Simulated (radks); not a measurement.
Results of a calculation; reference values are marked as such.
Task: Ionisation of Ta, [Xe] 4f14 5d3 6s2, to Ta+, [Xe] 4f14 5d3 6s1, under several functionals. Dirac Kohn-Sham, spin-unpolarised, spherical densities, finite nucleus; open shells fill j = l - 1/2 first; a radial shooting solver on a logarithmic mesh with Libxc functionals. The NIST Atomic Spectra Database gives 7.550 eV (measured). Rank these functionals by the error of their Delta-SCF ionisation energy: PW91; XLYP; AM05; BLYP; B86b exchange with PBE correlation; LDA (Slater exchange, Perdew-Zunger correlation); SOGGA; Wu-Cohen GGA.

Result: From best to worst: SOGGA 8.296 eV (+0.747); BLYP 8.298 eV (+0.748); XLYP 8.316 eV (+0.766); AM05 8.334 eV (+0.784); B86b exchange with PBE correlation 8.395 eV (+0.846); Wu-Cohen GGA 8.420 eV (+0.871); PW91 8.427 eV (+0.878); LDA (Slater exchange, Perdew-Zunger correlation) 8.603 eV (+1.054). Spin polarisation and multiplet splitting are left out, so open shells lie too high by an amount that depends on their filling.

Beside tabulated values, note that spin-unpolarised runs miss the spin-polarisation part of the exchange energy of open shells.
